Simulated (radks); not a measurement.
Question: The indium ion In7+ is in [Kr] 4d6. Method: scalar-relativistic Kohn-Sham, LDA (Slater exchange, Perdew-Wang correlation), spin-polarised, spherical densities, finite nucleus; Fermi nuclear charge, rms radius of each element as measured or else 0.836 A^(1/3) + 0.57 fm; computed with a radial shooting solver on a logarithmic mesh with Libxc functionals. Open shells are filled with parallel spins first. One electron is removed from 3d, 4p, 4d, 4s in turn, with full relaxation. Which removal costs least, and what does each cost?

Answer: 4d 131.27 eV; 4p 196.08 eV; 4s 239.48 eV; 3d 574.32 eV. The 4d electron leaves first.
